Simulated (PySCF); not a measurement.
Calculation: B3LYP-D3(BJ)/def2-TZVP (PySCF). Gas-phase values, no solvent. One relaxed conformer stands for a flexible species; it need not be the lowest. B3LYP has the VWN-RPA correlation part, as in Gaussian. Excitations are Tamm–Dancoff values on a coarser integration grid. The basis has no diffuse functions, so Rydberg states are missing or too high.

Reference species (SMILES): `O[SiH]=[SiH2]` (H–O–Si–Si torsion 31°) (neutral, multiplicity 1).

| Item | Value |
|---|---|
| S1 excitation (TDA) | 3.99 eV |
| LUMO | -2.26 eV |

Changed species: `O=[SiH][SiH3]`.

Task: Predict the effect on the S1 excitation (TDA) and LUMO.

Result: the S1 excitation (TDA) drops by 0.45 eV, to 3.54 eV; the LUMO drops by 0.33 eV, to -2.59 eV.
